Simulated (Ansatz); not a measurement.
Os3⁻, relaxed as a doublet with UKS PBE-D4/def2-TZVPD in Ansatz, starting from packed atoms. Force threshold 0.02 eV/Å.

In the def2 sets Os takes a core potential; there is no spin–orbit coupling. The charge -1 doublet is spin-contaminated (final ⟨S²⟩ up to 2.12, 0.75 for a pure state). The highest occupied level of the charge -1 doublet lies above zero (up to 0.29 eV). The electron is either unbound and held by the finite basis, or the level is raised by self-interaction error. The structure comes from a short search, and lower isomers may exist.

Start:

Cartesian coordinates in Å:
```
Os -0.027 -1.569 -0.083
Os 1.091 0.926 -0.957
Os -1.065 0.644 1.040
```

(1) Estimate the energy that the relaxation releases and the steps that it takes.

(2) Does the start keep its bonding and symmetry?

(3) Predict the relaxed structure.

Results:

(1) 275.3 kJ/mol, in 11 steps; 35 s on 4 threads of AMD EPYC 7B13 on a shared host. No frequencies were taken in this run, so the end may be a saddle point.

(2) By distances, no bond broke or formed. The bond that changes most is Os1–Os2, from 2.87 to 2.27 Å (atoms count from 1). The end is the same structure that another start reached. Point group Cs at the start, C2v at the end, both within 0.05 Å.

(3) 
```xyz
3

Os    0.042   -1.321   -0.131
Os    0.842    0.715   -0.738
Os   -0.884    0.606    0.869
```
Bond lengths (bridged metal pairs left out): 3 × Os–Os 2.27 to 2.36 Å.
